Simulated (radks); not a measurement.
Results of a calculation; reference values are marked as such.
Mean orbital radii <r> (bohr) of neutral iodine, [Kr] 4d10 5s2 5p5, at several levels of relativity; Dirac values are averaged over j with weights 2j + 1. Spin-unpolarised spherical Kohn-Sham, PBEsol, point nucleus unless stated (finite: rms radius 4.75 fm), a radial shooting solver on a logarithmic mesh with Libxc functionals. A level marked "c x" has the speed of light scaled by that factor and shares open shells by 2j + 1; other Dirac levels either fill j = l - 1/2 first or share by 2j + 1.

| shell | non-rel. | scalar-rel. | scalar-rel., finite nucleus | Dirac, c x 0.75 | change of magnitude, last against first (%) |
|---|---|---|---|---|---|
| 1s | 0.02869 | 0.02723 | 0.02723 | 0.02601 | -9.36 |
| 2s | 0.1235 | 0.1172 | 0.1172 | 0.1112 | -9.93 |
| 2p | 0.1052 | 0.1025 | 0.1025 | 0.09994 | -4.97 |
| 3s | 0.3281 | 0.3143 | 0.3143 | 0.3022 | -7.89 |
| 3p | 0.3184 | 0.3123 | 0.3123 | 0.3066 | -3.73 |
| 3d | 0.2890 | 0.2887 | 0.2887 | 0.2887 | -0.08 |
| 4s | 0.7701 | 0.7401 | 0.7401 | 0.7151 | -7.14 |
| 4p | 0.8050 | 0.7922 | 0.7922 | 0.7813 | -2.94 |
| 4d | 0.9151 | 0.9219 | 0.9219 | 0.9289 | +1.51 |
| 5s | 2.048 | 1.963 | 1.964 | 1.894 | -7.51 |
| 5p | 2.487 | 2.469 | 2.469 | 2.456 | -1.23 |
